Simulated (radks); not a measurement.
All-electron atom: K+ in [Ar] (the NIST ground configuration). Method: Dirac Kohn-Sham, PBE, spin-unpolarised, spherical densities, point nucleus; computed with a radial shooting solver on a logarithmic mesh with Libxc functionals. Some entries of the table are withheld. Estimate them.

orbital  occ.  eigenvalue (Ry)  r(max) (bohr)
1s1/2       2              (1)        0.05301
2s1/2       2              (2)         0.3182
2p1/2       2              (3)            (4)
2p3/2       4              (5)            (6)
3s1/2       2         -3.04642          1.077
3p1/2       2              (7)            (8)
3p3/2       4              (9)           (10)

Answer. 
(1) 1s1/2 eigenvalue (Ry): -259.3011
(2) 2s1/2 eigenvalue (Ry): -26.42356
(3) 2p1/2 eigenvalue (Ry): -21.17879
(4) 2p1/2 r(max) (bohr): 0.2614
(5) 2p3/2 eigenvalue (Ry): -20.96622
(6) 2p3/2 r(max) (bohr): 0.2633
(7) 3p1/2 eigenvalue (Ry): -1.84196
(8) 3p1/2 r(max) (bohr): 1.151
(9) 3p3/2 eigenvalue (Ry): -1.82222
(10) 3p3/2 r(max) (bohr): 1.158
